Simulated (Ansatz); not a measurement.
Compare A (`C1N[SiH2]O1`) with its isomer B (`N[SiH2]C=O`).

Isolated molecules relaxed with PBE0-D4/def2-TZVP in Ansatz; ΔE leaves out vibrations. CBS: MP2 limit from def2 TZ/QZ plus the TZ coupled-cluster correction, frozen cores. Functionals use def2-TZVPP. B3LYP here is the variant with VWN-RPA as its local correlation; programs differ in this. One conformer a species, not always the lowest.

Problem. Which isomer does CCSD(T)/CBS put lower? Give the gap. (An estimate is asked.)

Solution. Ansatz gave: A, by 13.1 kcal/mol.

Problem. Give E(B) − E(A) in kcal/mol with B3LYP-D4, CCSD(T)/def2-TZVPP, r2SCAN-D4, CCSD(T)/def2-SVP, CCSD/def2-TZVPP, MP2/def2-TZVPP, LDA (SPW92). (An estimate is asked.)

Solution. The calculation gave: B3LYP-D4 9.7, CCSD(T)/def2-TZVPP 12.9, r2SCAN-D4 12.6, CCSD(T)/def2-SVP 8.1, CCSD/def2-TZVPP 13.5, MP2/def2-TZVPP 15.1, LDA (SPW92) 16.9. None reverses the order clearly.

Problem. Does the order hold for the free energy at 298.15 K (harmonic terms from PBE0-D4)? (An estimate is asked.)

Solution. The calculation gave: Yes: G(B) − G(A) = +8.6 kcal/mol, for one conformer each.

Largest T1 diagnostic: 0.014.

In def2-TZVPP, CCSD(T) changes the Hartree–Fock value by +0.9 kcal/mol (the triples alone add −0.5 kcal/mol) and MP2 by +3.0 kcal/mol. At CCSD(T), def2-SVP lies −5.0 kcal/mol from the extrapolated value and def2-TZVPP −0.2 kcal/mol.
